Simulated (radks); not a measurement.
Species: the osmium ion Os4+. Configuration: [Xe] 4f14 5d4. Method: scalar-relativistic Kohn-Sham, r2SCAN, spin-polarised, spherical densities, finite nucleus; open shells are filled with parallel spins first (spin-orbit coupling, left out, can overturn this in heavy ions); meta-GGA in the generalised Kohn-Sham scheme; Fermi nuclear charge, rms radius 5.4126 fm; computed with a radial shooting solver on a logarithmic mesh with Libxc functionals.

Normalised radial functions P(r) = r R(r), r in bohr:

```
   r/bohr * 5s down (the largest magnitude, 1.2, reaches the edge; | marks zero)
 0.003344                             |   *
 0.003862                             |   *
 0.004496                             |   *
 0.005192                             |   *
 0.006044                             |   *
 0.006981                             |    *
 0.008126                             |    *
 0.009385                             |   *
  0.01084                             |   *
  0.01262                             |   *
  0.01457                             |  *
  0.01696                             | *
  0.01959                             |*
  0.02281                            *|
  0.02634                           * |
  0.03067                         *   |
  0.03541                        *    |
   0.0409                      *      |
  0.04761                      *      |
  0.05499                      *      |
  0.06402                        *    |
  0.07393                          *  |
  0.08607                             |*
   0.0994                             |   *
   0.1157                             |       *
   0.1336                             |         *
   0.1543                             |         *
   0.1797                             |      *
   0.2075                             | *
   0.2416                        *    |
    0.279                  *          |
   0.3248               *             |
   0.3751               *             |
   0.4366                    *        |
   0.5043                            *|
   0.5824                             |        *
    0.678                             |                  *
    0.783                             |                        *
   0.9115                             |                          *
    1.053                             |                        *
    1.226                             |                   *
    1.415                             |              *
    1.648                             |        *
    1.903                             |    *
    2.198                             |  *
    2.558                             |*
    2.955                             *
     3.44                             *
    3.972                             *
    4.625                             *
    5.341                             *
    6.218                             *
    7.181                             *
```

5s down: eigenvalue -137.53 eV, 4 radial nodes at r = 0.0210, 0.0840, 0.218, 0.509 bohr, <r> = 0.998 bohr, 90 % of the charge inside 1.43 bohr.
